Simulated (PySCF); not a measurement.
**C₆ coefficients of unlike pairs at PBE**

Calculated with PySCF 2.14 from the dipole response of each species, C₆(A,B) = (3/π) ∫ α_A(iu) α_B(iu) du, in atomic units, from isotropic polarisabilities. For ions this is the dispersion term alone; charge-induced terms of lower order in 1/R come first.

| species | configuration | basis | relativity | α (bohr³) | C₆ (like pair) |
| --- | --- | --- | --- | --- | --- |
| Ar²⁺ | [Ne] 3s2 3p4 (3P) | dyall-av2z (13s9p2d) | none | 4.744 | 17.06 |
| Ti²⁺ | [Ar] 3d2 (3F) | def2-TZVPPD (6s6p4d2f1g) | none | 5.076 | 15.12 |
| Hg⁺ | [Xe] 4f14 5d10 6s1 (2S) | aug-cc-pVTZ-PP with one added diffuse shell each of s, p, d, f, g type with ECP60MDF (7s7p6d4f3g) | core potential | 19.21 | 145.7 |
| Tc⁺ | [Kr] 4d5 5s1 (7S) | aug-cc-pwCVTZ-PP with ECP28MDF (8s8p7d4f3g) | core potential | 33.54 | 249.4 |

**Question.** Estimate C₆ for Hg⁺ with Ti²⁺.

**Answer.** The integral gives 46.24. The combination rule 2 C_A C_B / (C_A α_B/α_A + C_B α_A/α_B) gives 46.03 and the geometric mean 46.93.

No spin-orbit coupling is included.

The other pairs:

```json
{"pair": "Tc⁺, Ar²⁺", "C₆": "58.91"}
{"pair": "Tc⁺, Ti²⁺", "C₆": "56.52"}
{"pair": "Tc⁺, Hg⁺", "C₆": "185.3"}
{"pair": "Ti²⁺, Ar²⁺", "C₆": "15.98"}
{"pair": "Hg⁺, Ar²⁺", "C₆": "48.72"}
```
